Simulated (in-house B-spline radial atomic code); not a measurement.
# Cl⁺: [Ne] 3s2 (3p3/2)4 (an excited or competing configuration)

All numbers are computed (Dirac-Hartree-Fock, average of the jj configuration; Fermi nucleus of rms radius 3.3654 fm) with a radial B-spline atomic code at the basis-set limit, not measured.

Screening seen three ways: the hydrogenic charge with the same mean radius, Z_r = [3n² - l(l+1)]/(2<r>), the one with the same energy, Z_e = n√(-2ε), and Slater's rules. Values are occupation-weighted means over j.

| shell | electrons | ε (eV) | <r> (bohr) | Z_r | Z_e | Slater |
| --- | --- | --- | --- | --- | --- | --- |
| 1s | 2 | -2878.4 | 0.09084 | 16.51 | 14.55 | 16.70 |
| 2s | 2 | -303.54 | 0.4393 | 13.66 | 9.45 | 12.85 |
| 2p | 6 | -232.68 | 0.4046 | 12.36 | 8.27 | 12.85 |
| 3s | 2 | -40.338 | 1.5 | 9.00 | 5.17 | 6.45 |
| 3p | 4 | -24.86 | 1.717 | 7.28 | 4.06 | 6.45 |

The least bound orbital is 3p3/2 at -24.86 eV, and it is also the most diffuse (<r> = 1.717 bohr).

For the 1s electron the small component carries 0.367 % of the norm, the zero-frequency Breit interaction raises the level by 2.116 eV, self-energy by 0.947 eV, and vacuum polarisation lowers it by 0.06449 eV.
